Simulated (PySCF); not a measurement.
Polarisability and C₆ of Re (rhenium, neutral)

[Xe] 4f14 5d5 6s2, high-spin 6S determinant. All numbers are calculated (PySCF 2.14, a scalar-relativistic core potential, in aug-cc-pVTZ-PP with ECP60MDF (6s6p5d3f2g, 88 functions)). Coupled (time-dependent) response in atomic units; α is the mean over directions.

```json
{"method": "wB97X-V", "mean α (bohr³)": "66.23", "C₆ (like pair)": "793.5", "S(−4)": "1618"}
{"method": "revPBE", "mean α (bohr³)": "68.38", "C₆ (like pair)": "799.7", "S(−4)": "2188"}
```

S(−4) is the Cauchy moment in α(ω) = α(0) + S(−4) ω² + …

Reference α: 62 ± 3 bohr³ (recommended; Schwerdtfeger and Nagle, table of static dipole polarizabilities (2023 update)). Published C₆: 663.0 (Gould and Bucko (2016)).

α(iu) at wB97X-V:

| u (hartree) | α(iu) (bohr³) |
| --- | --- |
| 0 | 66.23 |
| 0.0500 | 62.49 |
| 0.100 | 53.94 |
| 0.200 | 36.73 |
| 0.300 | 25.65 |
| 0.500 | 14.84 |
| 0.750 | 9.207 |
| 1.00 | 6.440 |
| 1.50 | 3.768 |
| 2.00 | 2.501 |
| 3.00 | 1.333 |
| 5.00 | 0.5550 |

A single London oscillator, α(iu) = α/(1 + u²/ω²), gives C₆ = (3/4) ω α². Matching the computed C₆ needs ω = 4 × 793.5 / (3 × 66.23²) = 0.241 hartree.

Energies and moments cover only the electrons outside the core potential. Spin-orbit coupling, which splits the p, d and f shells strongly at this Z, is absent.
